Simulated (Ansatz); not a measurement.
Ansatz (a program for electronic structure) input (RI-MP2/def2-QZVPP):
A basis named .json is the Basis Set Exchange file of that set.

Ansatz 0.2 input:
```yaml
crystal:
  periodic: [false, false, false]
  atoms:
    - {symbol: I, position_ang: [2.06232664, -0.38419301, 0.06906732]}
    - {symbol: C, position_ang: [-0.08611276, -0.14602554, -0.00981565]}
    - {symbol: C, position_ang: [-0.95142075, -1.28535611, -0.09441934]}
    - {symbol: C, position_ang: [-2.31223456, -1.07152382, -0.14168992]}
    - {symbol: Se, position_ang: [-2.49458344, 0.85449298, -0.06687269]}
    - {symbol: C, position_ang: [-0.62595416, 1.09604702, 0.02092798]}
    - {symbol: H, position_ang: [-0.52903329, -2.28590168, -0.11970208]}
    - {symbol: H, position_ang: [-0.10410829, 2.03652055, 0.08278723]}
basis:
  gaussian:
    orbitals: def2-QZVPP.json
    fitting: {mean_field: def2-universal-jkfit, correlation: def2-QZVPP-RIFIT.json}
total_charge: -1
magnetization: {spin_polarized: false}
correlation: {method: mp2, electrons: outside_noble_gas}
```

End of the output:

```
integrals: 1.16 GiB planned
820 factors; integrals over basis functions are off by at most 1.5e0 eV
1.27 GiB of device memory are held for the factors and their scratch space
mean field: 2.64 GiB planned
mean field evaluation 1: about -77527.0413 eV, gradient 3.1e1 eV
mean field evaluation 2: about -77529.1675 eV, gradient 2.0e1 eV
mean field evaluation 4: about -77530.1598 eV, gradient 2.2e0 eV
mean field evaluation 8: about -77530.1835 eV, gradient 2.2e-4 eV
mean field -77530.18350331 eV, -2849.1816919007 hartree, gradient 2.5e-6 eV, S^2 0.000000; 0 other end points of the search recorded, 0 dependent functions left out; unrestricted orbitals would lower it
27 core orbitals not correlated
1250 factors; their error is unknown
reference -77530.18350331 eV, -2849.1816919007 hartree; 16, 16 occupied and 416, 416 virtual orbitals, 1250 factors
second order -27.54483614 eV of doubles, -0.00000000 eV of singles
Total energy: -77557.72833945 eV, -2850.1939459583 hartree
```

It need not be the lowest isomer of its formula. Whether it binds its extra electron was not tested at this geometry.
